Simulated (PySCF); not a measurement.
2,5-dihydro-1H-silol-1-amine (C₄H₉NSi), SMILES N[SiH]1CC=CC1.

The structure is a stationary point at PBE0-D3(BJ)/def2-SVP. The values are those of a single conformer.

Method: TDDFT-CAM-B3LYP/def2-SVPD (PySCF).

Vertical excitations. Gas-phase values at a fixed geometry.

Computed excitation energies, oscillator strengths and character:
```csv
state,energy (eV),λ (nm),f,main pairs
S1,6.42,193,0.023,HOMO−1→LUMO 73 %
S2,6.65,186,0.004,"HOMO→LUMO 54 %, HOMO→LUMO+2 30 %"
S3,6.92,179,0.015,HOMO−1→LUMO+1 65 %
S4,7.07,175,0.211,"HOMO→LUMO+1 69 %, HOMO−1→LUMO+1 12 %, HOMO→LUMO+2 11 %"
S5,7.30,170,0.010,"HOMO→LUMO+2 33 %, HOMO→LUMO 17 %, HOMO−1→LUMO+2 17 %, HOMO−1→LUMO 10 %"
S6,7.34,169,0.021,"HOMO−1→LUMO+2 47 %, HOMO→LUMO+2 16 %, HOMO→LUMO 15 %"
S7,7.68,161,0.009,"HOMO→LUMO+3 58 %, HOMO−1→LUMO+3 18 %"
S8,7.73,160,0.024,"HOMO−1→LUMO+3 34 %, HOMO→LUMO+3 17 %, HOMO→LUMO+4 17 %, HOMO→LUMO+6 10 %"
S9,7.79,159,0.004,"HOMO→LUMO+5 42 %, HOMO→LUMO+4 23 %, HOMO−1→LUMO+4 9 %, HOMO→LUMO+3 9 %"
S10,7.87,158,0.033,"HOMO−1→LUMO+4 25 %, HOMO−1→LUMO+6 22 %, HOMO−1→LUMO+5 14 %, HOMO−1→LUMO+3 12 %"
T1,4.27,291,0,"HOMO→LUMO+1 77 %, HOMO→LUMO+2 13 %"
T2,6.08,204,0,"HOMO−1→LUMO 67 %, HOMO−1→LUMO+2 11 %"
T3,6.52,190,0,"HOMO→LUMO 54 %, HOMO→LUMO+2 30 %"
T4,6.78,183,0,HOMO−1→LUMO+1 70 %
```
Triplets are in the Tamm–Dancoff approximation, which puts them higher than full response would, so one can lie above its singlet here.
